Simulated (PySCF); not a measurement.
C₂H₃Cl₂FSi, SMILES FC([SiH3])=C(Cl)Cl. Geometry: B3LYP-D3(BJ)/def2-SVP. The structure was generated by enumeration, and PubChem lists no compound with its InChIKey, so it may never have been made.

Computed equilibrium geometry at B3LYP-D3(BJ)/def2-SVP (PySCF confirms it by a frequency run) as a Z-matrix, and its point group:
point group Cs.
```
C
C 1 1.3457
F 1 1.3458 2 118.24
Cl 2 1.7250 1 123.02 3 0.00
Cl 2 1.7365 1 120.29 3 180.00
Si 1 1.8986 2 125.17 4 180.00
H 6 1.4869 1 106.39 2 180.00
H 6 1.4880 7 110.39 1 -119.39
H 6 1.4880 7 110.39 8 -121.22
```
Charge 0, spin multiplicity 1.
